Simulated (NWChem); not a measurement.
# vinylidene fluoride (C2H2F2); SMILES C=C(F)F

All runs: NWChem. All runs use the structure optimised with B3LYP/6-31G* (spherical d). B3LYP is NWChem's, with the RPA form of VWN correlation. Level: B3LYP/def2-SVP with SMD (1 M gas to 1 M solution), gas-phase geometry.

Question: Among these, which solvent gives the highest value of “solvation free energy (kcal/mol)”?
A. ethyl acetate
B. water
C. dimethyl sulfoxide
D. n-hexane

Answer: B, water. Values: ethyl acetate -0.3; n-hexane -0.3; dimethyl sulfoxide 0.7; water 2.3
